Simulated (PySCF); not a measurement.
C7H4N6, SMILES C1=CC2=NC=NC3=NC=NC(=N1)N23. Coordinates come from a B3LYP-D3(BJ)/def2-SVP optimisation.

Give the equilibrium geometry at B3LYP-D3(BJ)/def2-SVP (PySCF confirms it by a frequency run) as a Z-matrix, and its point group. (An estimate is asked for; the answer gives what the named calculation found.)

point group Cs.
```
N
C 1 1.4003
N 2 1.3373 1 120.22
C 3 1.3301 2 116.62 1 0.00
N 4 1.3268 3 127.62 2 0.00
C 5 1.3377 4 117.59 3 0.00
N 6 1.3260 5 121.80 4 180.00
C 7 1.3368 6 117.21 5 180.00
N 8 1.3199 7 127.86 6 0.00
C 9 1.3439 8 117.62 7 0.00
N 10 1.3239 9 121.07 8 180.00
C 11 1.3375 10 118.81 9 180.00
C 12 1.3849 11 124.47 10 0.00
H 13 1.0883 12 123.29 11 180.00
H 12 1.0959 11 115.84 10 180.00
H 4 1.0973 5 116.22 6 180.00
H 8 1.0973 9 116.32 10 180.00
```
